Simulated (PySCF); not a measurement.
Cards and structures have been mixed up. Pair them.

Structures:
1. `C(=C/CBC#CC)/C#C`
2. `NCCCO`
3. `C(C)(C1CC1)=O`

Card P (geometry PBE0-D3(BJ)/def2-SVP):
* Rotational constants A, B, C: 7.443, 4.020, 2.907 GHz
* Static isotropic polarisability (CAM-B3LYP/def2-SVPD): 52.8 au
* Isotropic shieldings of nuclei other than C and H, by class (GIAO KT3/pcSseg-2): 212 (1 N), 264 (1 O) ppm
* Core binding energies (ΔSCF SCAN, pcX-2 on the ionised atom, pcseg-1 elsewhere, spin-free X2C): C1s 290.6, C1s 291.7, C1s 291.7, N1s 405.5, O1s 537.5 eV
* Largest of the computed one-bond spin–spin couplings (means over like bonds) (B3LYP/pcJ-1, spin–dipole term left out for some pairs): 13C–1H +143.3 (×2), 13C–1H +137.2 (×2), 13C–1H +129.5 (×2), 17O–1H -74.0, 15N–1H -67.5 (×2), 13C–13C +38.9, 13C–13C +36.2, 17O–13C +21.2 Hz
* Vertical ionisation energy (ΔSCF CAM-B3LYP/def2-SVPD): 9.56 eV

Card Q (geometry PBE0-D3(BJ)/def2-TZVP):
- Rotational constants A, B, C: 7.268, 2.660, 2.322 GHz
- Static isotropic polarisability (CAM-B3LYP/aug-cc-pVTZ): 61.8 au
- 13C chemical shifts (computed TMS as zero) by class (GIAO B97-2/pcSseg-2): 215.7 (1 C), 33.4 (1 C), 22.2 (1 C), 14.4 (2 C) ppm
- Dipole moment (CAM-B3LYP/aug-cc-pVTZ): 3.02 D
- Lowest triplet excitation (Tamm–Dancoff) (TDA CAM-B3LYP/aug-cc-pVTZ): 4.11 eV
- HOMO energy (CAM-B3LYP/aug-cc-pVTZ): -8.70 eV

Card R (geometry PBE0-D3(BJ)/def2-SVP):
- Rotational constants A, B, C: 3.086, 0.591, 0.508 GHz
- Static isotropic polarisability (CAM-B3LYP/def2-SVPD): 114.8 au
- 13C chemical shifts (computed TMS as zero) by class (GIAO HF/pcSseg-1): 158.2 (1 C), 146.7 (1 C), 112.5 (1 C), 94.4 (1 C), 82.6 (1 C), 74.0 (1 C), 31.8 (1 C), 5.4 (1 C) ppm
- Lowest singlet excitation (TDDFT CAM-B3LYP/def2-SVPD): 4.03 eV (308 nm, f = 0.000)
- Lowest triplet excitation (Tamm–Dancoff) (TDA CAM-B3LYP/def2-SVPD): 3.40 eV
- Isotropic shieldings of nuclei other than C and H, by class (GIAO HF/pcSseg-1): 52 (1 B) ppm

Species are written as SMILES; each is one conformer at its optimised geometry, gas phase, non-relativistic unless stated. Electronic properties by PySCF. NMR classes are plain means over equivalent atoms (diastereotopic ones count apart unless rotation or inversion swaps them), as if these changed places fast.

Question: Which card belongs to which structure?

Answer: P = 2, Q = 3, R = 1. What ties each card to its structure:
- 1 (card R), C8H9B, monoisotopic mass 116.1 u, 9 heavy atoms: 8 C in 8 classes; the least shielded carbon (158.2 ppm) is an alkene CH carbon; an asymmetric top with C = 0.508 GHz, the lowest such constant on the cards; polarisability 114.8 au for 62 electrons.
- 2 (card P), C3H9NO, monoisotopic mass 75.1 u, 5 heavy atoms: core lines of C, N and O; an asymmetric top with C = 2.907 GHz, the highest such constant on the cards; polarisability 52.8 au for 42 electrons.
- 3 (card Q), C5H8O, monoisotopic mass 84.1 u, 6 heavy atoms: 5 C in 4 classes; the least shielded carbon (215.7 ppm) is a ketone carbonyl carbon; an asymmetric top with C = 2.322 GHz; polarisability 61.8 au for 46 electrons; dipole 3.02 D.
